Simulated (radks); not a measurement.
Results of a calculation; reference values are marked as such.
Task: Ionisation of the gallium ion Ga+, [Ar] 3d10 4s2, to Ga2+, [Ar] 3d10 4s1, under several functionals. Dirac Kohn-Sham, spin-unpolarised, spherical densities, finite nucleus; a radial shooting solver on a logarithmic mesh with Libxc functionals. Known Delta-SCF values: PBE 21.128 eV. What does PBEsol give, and what is its highest occupied eigenvalue?

Result: 21.137 eV by Delta-SCF; the 4s1/2 eigenvalue is -16.361 eV. NIST: 20.515 eV (measured).

Beside tabulated values, note that spin-unpolarised runs miss the spin-polarisation part of the exchange energy of open shells.
